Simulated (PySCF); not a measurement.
AsH₃ + 2 HCl → AsH₅ + Cl₂

Level: PBE0 in the def2-TZVP basis family, all electrons, no relativity, computed in PySCF with density fitting; open shells unrestricted.

```
species                                 state and structure  ZPE (kJ/mol)  H(298 K) − H(0) (kJ/mol)  S° (J/(mol K))
   AsH₃  singlet, C3v, As–H 1.522 Å (×3); H–As–H 92.0° (×3)          57.6                      10.2           222.9
    HCl                          singlet, C∞v, H–Cl 1.279 Å          17.9                       8.7           186.6
   AsH₅  singlet, D3h, As–H 1.529 Å (×3), As–H 1.604 Å (×2)          98.8                      11.5           230.3
    Cl₂                         singlet, D∞h, Cl–Cl 1.982 Å           3.5                       9.1           222.5
```

(1) Is the gas-phase reaction uphill or downhill in electronic energy at this level, and by how much?

(2) Add zero-point, thermal and entropy terms for 298.15 K and 1 bar.

Results:

(1) At PBE0/def2-TZVP, ΔE = 404.1 kJ/mol, uphill. 

(2) ΔZPE = 8.9 and Δ[H(298) − H(0)] = -7.0 kJ/mol give ΔH° = 406.0 kJ/mol. ΔS° = -143.3 J/(mol K), so ΔG° = 406.0 − 298.15 × (-0.1433) = 449 kJ/mol.

Only the bonding shown was studied: isomers, or loss of a ligand pair, can lie lower.
